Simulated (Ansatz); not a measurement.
Born–Oppenheimer molecular dynamics of C$_{3}$H$_{10}$OSi$_{2}$ (16 atoms, charge 0, multiplicity 1). It goes on from the last frame of an earlier run, with new velocities.

Theory: RKS PBE0-D4/STO-3G in Ansatz.

| Quantity | Value |
| --- | --- |
| ensemble | NVT, Langevin thermostat |
| time step | 0.25 fs |
| steps asked | 204 |
| set temperature | 700 K |
| friction | 0.001 /fs |
| seed | 606616 |

Frames 2.5 fs apart, positions in Å, forces in eV/Å.

Velocities at 20 fs (Å/ps):

```
C 2.23 5.27 4.77
C 8.53 -4.53 4.76
Si -7.09 -4.22 -1.50
Si -4.77 -1.79 3.28
C 5.86 -0.27 -8.70
O 3.77 0.69 -6.79
H -7.77 -6.30 -20.27
H 34.26 6.74 -7.34
H 2.60 32.94 16.03
H 1.54 2.21 14.26
H 25.87 -11.12 -25.29
H -0.25 43.31 56.03
H 15.07 4.24 32.99
H 10.57 -1.17 27.05
H 3.20 35.00 -12.00
H -42.40 24.80 13.03
```

```xyz
16
Properties=species:S:1:pos:R:3:forces:R:3 time_fs=20 energy_less_start_eV=0.206 T=587
C -0.404 -2.500 0.603 2.71 3.19 0.58
C -0.535 -2.053 -0.633 1.20 0.79 -0.45
Si 0.590 -0.733 -1.369 -0.30 0.05 0.89
Si -0.133 1.352 -0.750 0.95 -0.50 1.05
C 0.015 1.601 1.173 -0.72 -1.38 -1.43
O -0.504 2.885 1.566 -0.27 1.82 -0.19
H 0.307 -1.923 1.281 -1.08 -1.05 -0.65
H -0.787 -3.375 1.016 -1.45 -2.09 0.92
H -1.124 -2.570 -1.359 -0.96 -0.77 -0.57
H 0.670 -1.019 -2.743 -0.56 0.22 -1.29
H 1.947 -1.099 -1.055 0.12 0.37 0.75
H 0.524 2.505 -1.333 0.08 -0.21 -0.19
H -1.532 1.476 -1.026 -0.32 0.00 -0.18
H -0.654 0.806 1.609 0.30 0.76 0.02
H 1.005 1.396 1.615 0.45 0.07 -0.27
H -0.186 3.562 0.823 -0.16 -1.29 1.03
16
Properties=species:S:1:pos:R:3:forces:R:3 time_fs=22.5 energy_less_start_eV=0.411 T=505
C -0.391 -2.480 0.615 -0.17 -1.13 -0.39
C -0.511 -2.062 -0.623 0.47 1.08 -1.00
Si 0.573 -0.743 -1.372 1.54 0.24 0.96
Si -0.144 1.348 -0.740 2.19 0.19 0.88
C 0.027 1.598 1.149 -0.81 -0.37 -0.45
O -0.495 2.889 1.549 -1.36 -0.11 2.06
H 0.280 -1.958 1.228 1.40 0.88 1.69
H -0.748 -3.420 1.023 -0.82 -0.11 0.14
H -1.157 -2.521 -1.339 -0.80 -0.97 -0.50
H 0.659 -1.006 -2.748 -0.70 0.17 -1.37
H 2.003 -1.111 -1.100 -1.22 0.72 0.57
H 0.523 2.593 -1.197 -0.30 -1.02 -0.34
H -1.520 1.485 -0.955 -1.25 0.08 -0.47
H -0.610 0.825 1.670 0.42 0.72 -0.27
H 1.032 1.480 1.579 0.60 -0.29 -0.31
H -0.285 3.592 0.868 0.80 -0.08 -1.19
16
Properties=species:S:1:pos:R:3:forces:R:3 time_fs=25 energy_less_start_eV=0.511 T=463
C -0.379 -2.465 0.626 -0.37 -3.20 1.15
C -0.482 -2.066 -0.619 -1.92 -0.19 -2.47
Si 0.558 -0.754 -1.374 1.76 0.73 -1.21
Si -0.151 1.344 -0.729 0.69 0.10 0.40
C 0.036 1.593 1.122 0.82 1.15 0.55
O -0.490 2.893 1.538 -1.32 -0.31 2.08
H 0.316 -1.956 1.256 0.84 0.41 1.11
H -0.756 -3.477 1.040 0.03 2.24 -0.69
H -1.233 -2.526 -1.338 1.09 0.10 1.11
H 0.613 -0.980 -2.829 -0.66 0.36 0.56
H 1.990 -1.082 -1.114 -1.03 0.57 0.50
H 0.510 2.618 -1.083 -0.23 -0.94 -0.76
H -1.575 1.493 -0.915 -0.01 -0.03 -0.38
H -0.544 0.879 1.720 -0.15 -0.35 0.11
H 1.088 1.551 1.523 -0.35 -0.48 -0.68
H -0.341 3.605 0.851 0.80 -0.14 -1.37
16
Properties=species:S:1:pos:R:3:forces:R:3 time_fs=27.5 energy_less_start_eV=0.514 T=477
C -0.367 -2.464 0.641 2.47 0.47 1.34
C -0.462 -2.071 -0.626 -2.09 -0.80 -0.38
Si 0.547 -0.765 -1.378 0.29 1.65 -2.52
Si -0.158 1.341 -0.716 -1.21 -0.92 -0.09
C 0.048 1.593 1.098 1.21 1.38 1.77
O -0.490 2.894 1.532 -0.65 1.30 -0.24
H 0.393 -1.936 1.343 -1.49 -1.19 -1.23
H -0.762 -3.416 1.029 -0.58 0.50 0.10
H -1.259 -2.533 -1.277 1.07 0.07 0.64
H 0.532 -0.932 -2.885 -0.35 0.29 1.56
H 1.921 -1.026 -1.100 0.49 0.13 0.53
H 0.489 2.588 -1.010 0.25 -0.01 -1.26
H -1.632 1.493 -0.901 1.17 -0.11 -0.24
H -0.479 0.916 1.773 -0.16 -0.72 0.02
H 1.131 1.594 1.442 -0.69 -0.51 -0.63
H -0.351 3.600 0.764 0.28 -1.53 0.62
16
Properties=species:S:1:pos:R:3:forces:R:3 time_fs=30 energy_less_start_eV=0.369 T=549
C -0.343 -2.463 0.660 2.42 2.36 -1.45
C -0.451 -2.080 -0.636 -0.02 -0.36 3.17
Si 0.535 -0.772 -1.388 -0.70 2.34 -1.80
Si -0.168 1.334 -0.702 -1.48 -1.72 -0.55
C 0.068 1.602 1.085 -0.46 0.36 2.95
O -0.491 2.897 1.527 -0.10 0.58 -0.64
H 0.400 -1.976 1.363 -0.87 -0.66 -0.85
H -0.809 -3.329 1.030 -1.38 -1.45 0.92
H -1.233 -2.542 -1.182 -0.90 -0.91 -1.12
H 0.438 -0.869 -2.859 0.02 0.02 0.81
H 1.879 -0.960 -1.052 1.31 -0.14 0.40
H 0.481 2.554 -1.005 0.49 0.51 -1.42
H -1.625 1.485 -0.898 0.84 -0.02 -0.26
H -0.418 0.914 1.823 0.41 -0.15 -0.79
H 1.143 1.606 1.327 0.35 -0.27 0.04
H -0.345 3.514 0.705 0.06 -0.49 0.60
16
Properties=species:S:1:pos:R:3:forces:R:3 time_fs=32.5 energy_less_start_eV=0.288 T=576
C -0.310 -2.452 0.672 -2.66 -2.06 -2.96
C -0.441 -2.091 -0.631 -0.50 -0.98 2.94
Si 0.523 -0.775 -1.400 0.48 2.43 0.77
Si -0.180 1.323 -0.689 0.28 -1.32 -0.96
C 0.086 1.615 1.087 -0.75 -0.23 2.59
O -0.492 2.902 1.518 0.19 -0.87 0.56
H 0.370 -2.050 1.342 2.03 1.25 1.73
H -0.927 -3.301 1.080 0.55 1.02 -0.31
H -1.252 -2.600 -1.139 -0.14 -0.15 -0.64
H 0.345 -0.804 -2.794 0.17 -0.21 -1.13
H 1.903 -0.903 -0.984 0.03 -0.12 -0.30
H 0.492 2.543 -1.083 0.04 -0.27 -0.94
H -1.569 1.473 -0.908 -0.82 0.17 -0.43
H -0.338 0.900 1.829 0.31 -0.13 -0.63
H 1.171 1.599 1.213 0.72 0.11 0.57
H -0.335 3.406 0.674 0.08 1.36 -0.86
16
Properties=species:S:1:pos:R:3:forces:R:3 time_fs=35 energy_less_start_eV=0.348 T=533
C -0.289 -2.447 0.671 -2.08 -2.09 0.83
C -0.436 -2.105 -0.610 -1.50 -1.23 0.29
Si 0.513 -0.773 -1.410 1.12 2.07 1.85
Si -0.193 1.309 -0.677 1.07 -0.67 -1.48
C 0.100 1.626 1.101 1.26 -0.05 0.85
O -0.493 2.906 1.512 0.62 -0.10 -0.79
H 0.431 -2.076 1.400 0.34 0.40 -0.13
H -1.014 -3.228 1.122 1.51 1.37 -0.74
H -1.282 -2.660 -1.130 1.24 1.02 0.36
H 0.267 -0.756 -2.784 0.29 -0.30 -1.47
H 1.925 -0.849 -0.935 -0.90 -0.19 -0.86
H 0.500 2.515 -1.216 -0.42 -1.06 -0.13
H -1.556 1.470 -0.940 -1.34 0.21 -0.38
H -0.245 0.876 1.804 -0.25 -0.61 0.35
H 1.229 1.601 1.133 -0.63 0.41 0.79
H -0.321 3.372 0.613 -0.33 0.83 0.67
16
Properties=species:S:1:pos:R:3:forces:R:3 time_fs=37.5 energy_less_start_eV=0.337 T=534
C -0.277 -2.451 0.675 1.40 0.48 3.15
C -0.440 -2.124 -0.587 0.02 0.37 -1.21
Si 0.504 -0.766 -1.415 0.06 1.41 0.45
Si -0.203 1.293 -0.668 -0.45 -0.44 -2.09
C 0.116 1.636 1.119 1.86 -0.57 -0.19
O -0.493 2.908 1.503 0.55 0.50 -1.10
H 0.514 -2.076 1.454 -1.64 -0.47 -2.13
H -1.023 -3.091 1.125 -0.11 -0.82 0.46
H -1.253 -2.662 -1.105 0.15 0.49 -0.04
H 0.211 -0.726 -2.847 0.67 -0.37 0.31
H 1.898 -0.808 -0.933 -0.48 -0.31 -0.85
H 0.479 2.428 -1.359 -0.36 -0.96 0.42
H -1.608 1.477 -0.992 0.15 -0.04 0.16
H -0.163 0.819 1.797 -0.35 0.19 0.25
H 1.261 1.630 1.105 -1.05 0.48 0.84
H -0.324 3.393 0.586 -0.42 0.07 1.55
16
Properties=species:S:1:pos:R:3:forces:R:3 time_fs=40 energy_less_start_eV=0.375 T=516
C -0.259 -2.455 0.691 0.71 0.71 1.18
C -0.445 -2.140 -0.568 2.19 1.94 -0.92
Si 0.495 -0.756 -1.419 -1.63 0.64 -0.66
Si -0.211 1.275 -0.663 -1.74 -0.84 -1.98
C 0.141 1.642 1.135 0.42 -0.90 -0.63
O -0.491 2.911 1.490 -0.20 -0.58 1.55
H 0.514 -2.096 1.393 -0.20 0.21 -0.62
H -1.032 -2.999 1.153 -0.99 -1.77 1.15
H -1.217 -2.637 -1.086 -1.67 -0.59 -0.88
H 0.195 -0.711 -2.895 0.80 -0.38 1.31
H 1.843 -0.785 -0.974 0.89 -0.36 -0.40
H 0.438 2.290 -1.479 0.17 -0.06 0.38
H -1.650 1.481 -1.039 1.12 -0.25 0.67
H -0.106 0.763 1.807 -0.26 1.43 -0.35
H 1.246 1.692 1.123 0.23 0.29 0.69
H -0.346 3.429 0.640 0.15 0.52 -0.51
16
Properties=species:S:1:pos:R:3:forces:R:3 time_fs=42.5 energy_less_start_eV=0.390 T=508
C -0.242 -2.457 0.713 -4.46 -1.92 -0.54
C -0.443 -2.147 -0.553 0.59 0.92 -1.78
Si 0.482 -0.745 -1.423 -1.75 -0.14 -0.04
Si -0.223 1.256 -0.664 -1.33 -1.18 -1.15
C 0.167 1.643 1.148 -0.36 0.62 -1.93
O -0.490 2.913 1.482 -0.76 -0.79 2.41
H 0.512 -2.097 1.305 2.60 1.43 2.02
H -1.075 -3.004 1.238 1.46 -0.09 -0.32
H -1.261 -2.634 -1.107 -0.09 0.31 0.35
H 0.227 -0.716 -2.872 0.45 -0.33 0.63
H 1.831 -0.786 -1.040 1.30 -0.30 -0.14
H 0.401 2.149 -1.581 0.63 0.75 0.14
H -1.634 1.468 -1.055 0.62 -0.23 0.76
H -0.069 0.782 1.806 -0.51 0.79 0.21
H 1.243 1.767 1.181 1.13 -0.01 0.35
H -0.363 3.493 0.675 0.48 0.17 -0.96
16
Properties=species:S:1:pos:R:3:forces:R:3 time_fs=45 energy_less_start_eV=0.314 T=535
C -0.242 -2.466 0.733 -0.81 0.09 1.14
C -0.438 -2.148 -0.546 -0.90 0.00 -1.56
Si 0.466 -0.735 -1.426 0.31 -0.96 1.94
Si -0.237 1.236 -0.667 0.82 -0.82 -0.58
C 0.193 1.648 1.152 1.11 2.31 -2.52
O -0.492 2.913 1.482 -0.71 0.63 0.58
H 0.620 -2.030 1.305 -0.97 -0.48 -0.28
H -1.047 -3.026 1.315 1.67 0.30 -0.71
H -1.317 -2.616 -1.108 1.12 0.76 1.02
H 0.286 -0.740 -2.817 -0.13 -0.25 -1.18
H 1.885 -0.801 -1.111 -0.19 -0.14 -0.21
H 0.393 2.047 -1.671 0.47 0.77 0.47
H -1.588 1.441 -1.029 -1.02 0.03 0.43
H -0.064 0.841 1.823 -0.64 -0.29 0.81
H 1.297 1.837 1.257 -0.42 -0.58 -0.15
H -0.352 3.555 0.665 0.30 -1.36 0.80
16
Properties=species:S:1:pos:R:3:forces:R:3 time_fs=47.5 energy_less_start_eV=0.412 T=494
C -0.248 -2.475 0.757 2.96 2.82 -0.90
C -0.437 -2.149 -0.545 0.05 0.18 1.03
Si 0.450 -0.727 -1.426 1.76 -1.82 1.72
Si -0.249 1.213 -0.671 1.79 0.14 -0.57
C 0.223 1.664 1.146 0.57 1.57 -0.67
O -0.497 2.914 1.486 -0.42 0.14 0.39
H 0.682 -1.986 1.306 -2.46 -1.40 -1.02
H -0.934 -3.040 1.361 -0.36 -0.87 0.39
H -1.316 -2.561 -1.057 -0.08 -0.10 0.04
H 0.336 -0.786 -2.824 -0.43 -0.14 -1.13
H 1.929 -0.821 -1.192 -1.28 0.04 -0.02
H 0.403 1.994 -1.731 -0.05 0.48 1.01
H -1.602 1.409 -0.979 -1.30 0.14 0.30
H -0.090 0.890 1.885 -0.01 0.34 -0.38
H 1.334 1.874 1.326 -1.01 -0.79 -0.59
H -0.322 3.551 0.690 0.25 -0.74 0.40
```

Of the whole run (51 fs, mean temperature of the second half 523 K): The mean temperature of the second half is 25 % below the set value. A run of 0.051 ps of so small a system gives no equilibrium averages. Limits of this set-up: minimal basis.

Run time: 16 min on 1 thread of Intel(R) Xeon(R) Platinum 8259CL CPU @ 2.50GHz (Skylake/Cascade Lake) (shared host), peak memory 0.15 GiB.
